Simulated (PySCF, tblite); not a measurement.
Isomers of C3H9NO2Si, one GFN2-xTB conformer each. Single-point energies are computed at PBE0/pcSseg-1 (PySCF, gas phase, no added dispersion term), electronic only.

**Question.** Rank them by PBE0/pcSseg-1 energy, lowest first (kJ/mol).
A. `[CH2:1]=[CH:2][CH2:3][O:4][Si@H:5]([NH2:6])[OH:7]` with C1–C2–C3–O4 -2°, C2–C3–O4–Si5 -91°, C3–O4–Si5–N6 -55°, O4–Si5–N6–H -179° and -45°, O4–Si5–O7–H -30°
B. `[CH3:1][NH:2][C:3](=[O:4])[CH2:5][SiH2:6][OH:7]` with C1–N2–C3–O4 0°, N2–C3–C5–Si6 -119°, C3–C5–Si6–O7 -40°, C5–Si6–O7–H 12°
C. `[CH3:1][O:2][SiH2:3][NH:4][C:5]([CH3:6])=[O:7]` with C1–O2–Si3–N4 180°, O2–Si3–N4–C5 -179°, Si3–N4–C5–C6 179°

**Answer.** A (0.0), C (29.0), B (32.6).

As drawn, the lowest has a C=C bond outside aromatic rings, which the highest lacks; the highest has a C=O bond, a C(=O)–N unit and an Si–C bond, which the lowest lacks. Neighbours under 10 kJ/mol apart (CO[SiH2]NC(C)=O and CNC(=O)C[SiH2]O) can change places with a better method, another conformer or zero-point energy. GFN2-xTB itself gives, in the same order: 38.2, 0.0, 68.5. GFN2-xTB puts CO[SiH2]NC(C)=O lowest instead; measured from each level's own lowest isomer, the values differ by up to 38.2 kJ/mol (C=CCO[Si@H](N)O: 38.2 against 0.0).

**Question.** Which frontier levels, dipoles and rotational constants go with these structures?

**Answer.** 
```csv
SMILES,"HOMO (eV, PBE0/pcSseg-1)",LUMO (eV),dipole (D),"A, B, C (MHz)"
C=CCO[Si@H](N)O,-7.46,0.48,1.03,"3929, 1299, 1130"
CO[SiH2]NC(C)=O,-7.51,0.63,3.26,"6998, 1010, 901.9"
CNC(=O)C[SiH2]O,-7.67,0.32,4.79,"4586, 1227, 1098"
```

**Question.** What happens when harmonic zero-point energies from GFN2-xTB frequencies are added?

**Answer.** 
```json
{"SMILES": "C=CCO[Si@H](N)O", "ZPE (kJ/mol)": "318.4", "electronic (kJ/mol)": "0.0", "with ZPE (kJ/mol)": "0.0"}
{"SMILES": "CO[SiH2]NC(C)=O", "ZPE (kJ/mol)": "316.3", "electronic (kJ/mol)": "29.0", "with ZPE (kJ/mol)": "26.8"}
{"SMILES": "CNC(=O)C[SiH2]O", "ZPE (kJ/mol)": "316.0", "electronic (kJ/mol)": "32.6", "with ZPE (kJ/mol)": "30.1"}
```

The zero-point energies span 2.4 kJ/mol. The order is unchanged.
